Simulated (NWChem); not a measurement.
Molecule: GaH3S2O; SMILES [Ga]([SH])([SH])[OH]

```xyz
7

Ga     0.2709     0.0163     0.0000
O      2.0458     0.1234     0.0000
H      2.5177    -0.7148     0.0000
S     -0.8149    -1.9047     0.0000
H      0.3098    -2.6540     0.0000
S     -0.7842     1.9372     0.0000
H     -2.0041     1.3554     0.0000
```
Atoms are numbered in this order, from 1.

Program: NWChem. Geometry: optimised at PBE0/def2-SVP. Ions are spin-unrestricted doublets at the neutral geometry; other ion states weren't tried.

**Question.** Predict the results for PBE/def2-SVP. Quantities: −ε(HOMO) (eV).

**Answer.** 
| Property | Value |
|---|---|
| −ε(HOMO) (eV) | 6.22 |
